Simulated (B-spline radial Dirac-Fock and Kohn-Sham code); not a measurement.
## Ge: scattering cross sections and density moments

System: the Ge atom, configuration [Ar] 3d10 4s1 4p3 (not the ground configuration).

Method: relativistic Hartree-Fock (Dirac-Fock) wave functions, averaged over the configuration. Computed with a radial B-spline solver.

| Quantity | Value |
| --- | --- |
| Sum of ⟨r⟩ | 24.65 bohr |
| Sum of ⟨r²⟩ | 44.85 bohr² |
| Sum of ⟨1/r⟩ | 158.22 per bohr |
| Langevin diamagnetic susceptibility | -35.5 × 10⁻⁶ cm³/mol |
| Lamb shielding (α²/3)Σ⟨1/r⟩ | 2808 ppm |

Coherent scattering is the Thomson cross section weighted by f₀², without anomalous dispersion; incoherent scattering is Klein-Nishina weighted by S. The Lamb formula is the non-relativistic shielding expression. Electron correlation is left out.

```tsv
hν (keV)	coherent (b)	incoherent (b)	incoherent per electron (b)
1	641.3	0.8449	0.0264
2	563.9	2.134	0.0667
10	196.8	8.640	0.270
17.4793	97.46	11.80	0.369
20	81.52	12.46	0.389
200	1.688	12.64	0.395
500	0.2860	9.183	0.287
1000	0.07243	6.740	0.211
```

Incoherent scattering overtakes coherent scattering between 20 and 200 keV.
